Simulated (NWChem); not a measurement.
Molecule: WH₄F₂; SMILES [F][WH4][F]

Results from NWChem. Medium grid unless said otherwise, to which SCAN and Minnesota functionals are sensitive. All runs use the structure optimised with PBE0/def2-SVP. def2 effective core potentials on W; no spin-orbit coupling.

**Question.** Order these by “orbital gap (eV)”, lowest first: B97-2/def2-SVP; MN15/def2-SVP; M06-2X/def2-SVP.

**Answer.** B97-2/def2-SVP (4.39), MN15/def2-SVP (5.97), M06-2X/def2-SVP (7.00)
